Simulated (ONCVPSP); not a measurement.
# Configuration tests for magnesium (Mg) (ONCV)

| Item | Value |
| --- | --- |
| Element | magnesium |
| Generator | ONCVPSP 4.0.1 |
| Type | optimised norm-conserving Vanderbilt (ONCV) |
| Functional | PBE |
| Relativity | scalar-relativistic |
| Frozen core | [He] 2s2 |
| Valence charge | 8 |
| Reference configuration | 2p6 3s1.5 3p0.5 |
| Partial waves | 3s: rc 2.45 bohr, ncon 4, nbas 8, qcut 2.2 1/bohr, 2 projectors, debl 1.7 Ha; 2p+3p: rc 1.25 bohr, ncon 4, nbas 8, qcut 9 1/bohr, 2 projectors; d scattering state at 0.41 Ha: rc 2.25 bohr, ncon 4, nbas 8, qcut 3.7 1/bohr, 2 projectors, debl 1.5 Ha |
| Local potential | polynomial inside 1.25 bohr (lpopt 5, dvloc0 0 Ha) |
| Core correction | Teter function, parameters optimised by the program |

Energies are relative to the spin-unpolarised reference configuration 2p6 3s1.5 3p0.5; without spin polarisation the order of configurations can differ from experiment.

| valence configuration | charge | ΔE all-electron (eV) | error AE − PS (meV) |
| --- | --- | --- | --- |
| 2p6 3s1 3p0 | +1 | 6.243 | +0.6 |
| 2p6 3s0 3p0 | +2 | 21.268 | +36 |
| 2p5 3s2 3p0 | +1 | 56.825 | +278 |

Task: What are ΔE and the potential's error for 2p6 3s2 3p0?

Result: ΔE = -1.717 eV all-electron; the error (AE − PS) is -0.2 meV.

Levels in the configuration 2p5 3s2 3p0:

```csv
level,all-electron (eV),pseudo (eV)
2p,-71.217,-70.412
3s,-14.204,-14.108
```

Note: no bound ghost flagged; GHOST(+) flagged for s at 72.4 eV.
